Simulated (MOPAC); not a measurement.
Job for MOPAC: PM7 on CH3BO (a complex), monomers drawn apart or pushed together.

```
PM7 1SCF PRECISE CHARGE=0 THREADS=1
CH3BO

B      0.05092971 1    -0.01422898 1     0.50933895 1
H      0.35862152 1     1.07006016 1     0.11994969 1
H      0.91233479 1    -0.82054991 1     0.33790774 1
H     -1.00059855 1    -0.37162160 1     0.07540596 1
C     -0.27288078 1     0.20789004 1     3.25423418 1
O     -0.14073534 1     0.11759002 1     2.13306425 1
```

Program output:

```
*******************************************************************************
 **                                                                           **
 **                              MOPAC v23.2.5                                **
 **                                                                           **
 *******************************************************************************
 ** MOPAC's Digital Object Identifier: https://doi.org/10.5281/zenodo.6511958 **
 **                                                                           **
 ** Please cite the open-source release paper for use of this MOPAC version:  **
 ** J. E. Moussa and J. J. P. Stewart (2026)                                  **
 ** MOPAC: An open-source semiempirical molecular orbital program             **
 ** J. Open Source Softw., 11(119), 8025, https://doi.org/10.21105/joss.08025 **
 *******************************************************************************

                              PM7 CALCULATION RESULTS

 *******************************************************************************
 *  PM7        - The PM7 Hamiltonian to be used
 *
 *
 *
 *                 CHARGE ON SYSTEM = 0
 *
 *
 *
 *  PRECISE    - TIGHTER CRITERIA TO BE USED
 *  1SCF       - DO 1 SCF AND THEN STOP
 *  THREADS=1  - MULTI-THREADING NOT USED
 *  T=         - A TIME OF 172800.0 SECONDS REQUESTED
 *  DUMP=N     - RESTART FILE WRITTEN EVERY 7200.0 SECONDS REQUESTED
 *******************************************************************************
PM7 1SCF PRECISE CHARGE=0 THREADS=1
 CH3BO

   ATOM   CHEMICAL          X               Y               Z
  NUMBER   SYMBOL      (ANGSTROMS)     (ANGSTROMS)     (ANGSTROMS)

     1       B          0.05092971  *  -0.01422898  *   0.50933895  *
     2       H          0.35862152  *   1.07006016  *   0.11994969  *
     3       H          0.91233479  *  -0.82054991  *   0.33790774  *
     4       H         -1.00059855  *  -0.37162160  *   0.07540596  *
     5       C         -0.27288078  *   0.20789004  *   3.25423418  *
     6       O         -0.14073534  *   0.11759002  *   2.13306425  *



          CARTESIAN COORDINATES

    NO.       ATOM           X           Y           Z

     1         B          0.0509     -0.0142      0.5093
     2         H          0.3586      1.0701      0.1199
     3         H          0.9123     -0.8205      0.3379
     4         H         -1.0006     -0.3716      0.0754
     5         C         -0.2729      0.2079      3.2542
     6         O         -0.1407      0.1176      2.1331

 General Reference for PM7:
 "Optimization of Parameters for Semiempirical Methods VI: More Modifications to the
 NDDO Approximations and Re-optimization of Parameters", J. J. P. Stewart, J. Mol. Mod., 1:32, 19 (2013)
 https://link.springer.com/article/10.1007/s00894-012-1667-x

           Empirical Formula: C H3 O B  =     6 atoms



      MOLECULAR POINT GROUP   :   C3v


      RHF CALCULATION, NO. OF DOUBLY OCCUPIED LEVELS = 8


 -------------------------------------------------------------------------------
 PM7 1SCF PRECISE CHARGE=0 THREADS=1
 CH3BO



     1SCF WAS SPECIFIED, SO BFGS WAS NOT USED
     SCF FIELD WAS ACHIEVED


                              PM7 CALCULATION
                                                       MOPAC v23.2.5 Linux




          FINAL HEAT OF FORMATION =        -13.71237 KCAL/MOL =     -57.37255 KJ/MOL


          COSMO AREA              =         88.91 SQUARE ANGSTROMS
          COSMO VOLUME            =         69.50 CUBIC ANGSTROMS

          IONIZATION POTENTIAL    =         10.985298 EV
          HOMO LUMO ENERGIES (EV) =        -10.985  0.160
          NO. OF FILLED LEVELS    =          8
          MOLECULAR WEIGHT        =         41.8441         POINT GROUP:  C3v

          MOLECULAR DIMENSIONS (Angstroms)

            Atom       Atom       Distance
            C     5    H     4     3.31215
            H     3    H     2     1.98205
            H     4    H     3     1.61068


          SCF CALCULATIONS        =          1





   ATOM   CHEMICAL          X               Y               Z
  NUMBER   SYMBOL      (ANGSTROMS)     (ANGSTROMS)     (ANGSTROMS)

     1       B          0.05092971  *  -0.01422898  *   0.50933895  *
     2       H          0.35862152  *   1.07006016  *   0.11994969  *
     3       H          0.91233479  *  -0.82054991  *   0.33790774  *
     4       H         -1.00059855  *  -0.37162160  *   0.07540596  *
     5       C         -0.27288078  *   0.20789004  *   3.25423418  *
     6       O         -0.14073534  *   0.11759002  *   2.13306425  *

                             CARTESIAN COORDINATES

   1    B        0.050929710    -0.014228980     0.509338950
   2    H        0.358621520     1.070060160     0.119949690
   3    H        0.912334790    -0.820549910     0.337907740
   4    H       -1.000598550    -0.371621600     0.075405960
   5    C       -0.272880780     0.207890040     3.254234180
   6    O       -0.140735340     0.117590020     2.133064250


           Empirical Formula: C H3 O B  =     6 atoms



      MOLECULAR POINT GROUP   :   C3v


                  EIGENVALUES
 -34.78723 -22.98032 -17.32904 -17.32899 -15.72943 -13.78604 -10.98743 -10.98530
   0.16038   0.16040   0.70283   4.38862   4.39025   4.45014   8.42882


              NET ATOMIC CHARGES AND DIPOLE CONTRIBUTIONS

  ATOM NO.   TYPE          CHARGE      No. of ELECS.   s-Pop       p-Pop
    1          B          -0.389918        3.3899     0.67707     2.71285
    2          H           0.047171        0.9528     0.95283
    3          H           0.047082        0.9529     0.95292
    4          H           0.047123        0.9529     0.95288
    5          C           0.595668        3.4043     1.81668     1.58765
    6          O          -0.347125        6.3471     1.71039     4.63674
 DIPOLE           X         Y         Z       TOTAL
 POINT-CHG.    -0.580     0.398     4.921     4.971
 HYBRID         0.087    -0.060    -0.742     0.749
 SUM           -0.493     0.339     4.179     4.222


          ATOMIC ORBITAL ELECTRON POPULATIONS

     Atom    s        px        py        pz
    1  B   0.67707   1.17425   1.18054   0.35806
    2  H   0.95283
    3  H   0.95292
    4  H   0.95288
    5  C   1.81668   0.41254   0.40992   0.76519
    6  O   1.71039   1.59606   1.59720   1.44347

 **********************
 *                    *
 * JOB ENDED NORMALLY *
 *                    *
 **********************




 == MOPAC DONE ==
```

The run finished.

Cost: about 0.03 core-seconds (a rough figure).
